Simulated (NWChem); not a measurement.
Two isomers of C₂H₆BFO, each optimised at PBE0/def2-SVP with NWChem. Flexible species stand in one conformer each, which need not be the lowest. 

A: CCOBF
B: C(C)B(O)F

Question: Which is lower in energy, by how much, and how do their other properties compare?

Answer: B is lower by 18.3 kcal/mol in electronic energy; with zero-point energies, B − A = -18.1 kcal/mol.
```json
[
 {"": "highest occupied level (eV)", "A": "-9.10", "B": "-8.88"},
 {"": "orbital gap (eV)", "A": "9.87", "B": "10.08"},
 {"": "dipole (D)", "A": "1.68", "B": "2.80"},
 {"": "highest harmonic frequency (cm⁻¹)", "A": "3169", "B": "3923"},
 {"": "zero-point energy (kcal/mol)", "A": "54.8", "B": "55.0"}
]
```
